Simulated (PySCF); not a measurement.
A run for PySCF: R-HF/STO-3G on HCl (SMILES Cl).

```python
from pyscf import gto, scf, dft, mp
from pyscf.data.elements import chemcore

mol = gto.M(
    atom='''
    Cl   -0.31354082   -0.41778547    0.96919564
    H     0.58980264   -0.10066379    1.83216286
    ''',
    basis='sto-3g',
    charge=0, spin=0, verbose=3, max_memory=1800)
mf = scf.RHF(mol)
mf.conv_tol = 1e-8
mf.max_cycle = 100
mf.kernel()
if not mf.converged:
    mf = mf.newton().run(mf.mo_coeff, mf.mo_occ)
```

The log:

```
converged SCF energy = -455.135544886237
```

Self-consistency was reached.

Cost: about 0.13 core-seconds (a rough figure).
